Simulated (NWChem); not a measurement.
AuNH₃F; SMILES [F][Au]<-[NH3]

```xyz
6

Au     0.0000     0.0000     0.0447
F      0.0000     0.0000     1.9689
N      0.0000     0.0000    -2.0146
H     -0.0667     0.9463    -2.3942
H     -0.7861    -0.5309    -2.3942
H      0.8528    -0.4154    -2.3942
```
Atoms are numbered in this order, from 1.

Coordinates come from a PBE0/def2-SVP optimisation. def2 effective core potentials on Au; no spin-orbit coupling.

List the 6 lowest vertical singlet excitations from B3LYP/def2-SVP with def2 effective core potentials on Au, full TDDFT (NWChem).


```tsv
state	energy (eV)	oscillator strength	leading excitation (squared amplitude)
S1	5.02	0.002	HOMO → LUMO (0.94)
S2	5.02	0.002	HOMO−1 → LUMO (0.94)
S3	5.35	0.014	HOMO−2 → LUMO (0.95)
S4	5.97	0.000	HOMO−3 → LUMO (0.96)
S5	5.97	0.000	HOMO−4 → LUMO (0.96)
S6	6.31	0.000	HOMO → LUMO+1 (0.49)
```
